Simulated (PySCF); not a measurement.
**Finite-field polarisability of He (helium, neutral)**

1s2, closed-shell 1S. Calculation: PySCF 2.14, in dyall-av3z; no relativity, point nucleus. Frozen: nothing. Energy changes in a uniform field (μhartree):

| axis | F (au) | HF | MP2 | CCSD | CCSD(T) |
| --- | --- | --- | --- | --- | --- |
| x | 0.012 | -94.134 | -96.851 | -98.624 | -98.624 |
| x | 0.024 | -376.693 | -387.581 | -394.689 | -394.689 |

Q: Derive α along x at CCSD(T) from the two fields.

A: With ΔE = −αF²/2 − γF⁴/24, α = −(16 ΔE(F) − ΔE(2F))/(6F²) = 1.370 bohr³.

Q: And the mean polarisability at each level?

A: HF 1.307, MP2 1.345, CCSD 1.370, CCSD(T) 1.370 bohr³. Reference: 1.384 bohr³ (recommended; Schwerdtfeger and Nagle, table of static dipole polarizabilities (2023 update)).
